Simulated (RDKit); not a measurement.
RDKit input (MMFF94):

```python
from rdkit import Chem
from rdkit.Chem import AllChem, rdDetermineBonds

mol = Chem.MolFromXYZFile('mol.xyz')
rdDetermineBonds.DetermineBonds(mol, charge=0)
print('SMILES', Chem.MolToSmiles(Chem.RemoveHs(mol)))
ff = AllChem.MMFFGetMoleculeForceField(mol, AllChem.MMFFGetMoleculeProperties(mol))
e0 = ff.CalcEnergy()
flag = ff.Minimize(maxIts=5000, forceTol=1e-5)
print(f'energy {e0:.4f} -> {ff.CalcEnergy():.4f} kcal/mol, converged: {flag == 0}')
print(Chem.MolToXYZBlock(mol))
```
mol.xyz:
```
4

F     -0.00000000    -0.00000000    -2.39460900
Be    -0.00000000    -0.00000000    -1.02112800
Be     0.00000000     0.00000000     1.02112800
F      0.00000000     0.00000000     2.39460900
```

From its output:

```
Traceback (most recent call last):
  File "input.py", line 5, in <module>
ValueError: Final molecular charge (0) does not match input (-8); could not find valid bond ordering
```

The run crashed.

The geometry given is a B3LYP-D3(BJ)/def2-TZVP minimum.
